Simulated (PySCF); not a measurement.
O3Zr, SMILES [O]1[Zr]([O]1)=[O], multiplicity 1. Geometry optimised at B3LYP-D3(BJ)/def2-TZVP. The multiplicity is an assumed one; other spin states were not compared. The def2 effective core potentials stand for the cores of Zr; spin–orbit coupling is left out.

### Question
Give the equilibrium geometry at B3LYP-D3(BJ)/def2-TZVP (PySCF confirms it by a frequency run) as bond lengths and angles, and its point group. (An estimate is asked for; the answer gives what the named calculation found.)

### Answer
point group Cs.
Atoms: Zr1 O2 O3 O4. Bond lengths (Å): Zr1–O2 1.762, Zr1–O3 1.966, Zr1–O4 1.966, O3–O4 1.493. Bond angles (°): O2–Zr1–O3 114.2, O2–Zr1–O4 114.2, O3–Zr1–O4 44.6, Zr1–O3–O4 67.7, Zr1–O4–O3 67.7.
Charge 0, spin multiplicity 1.
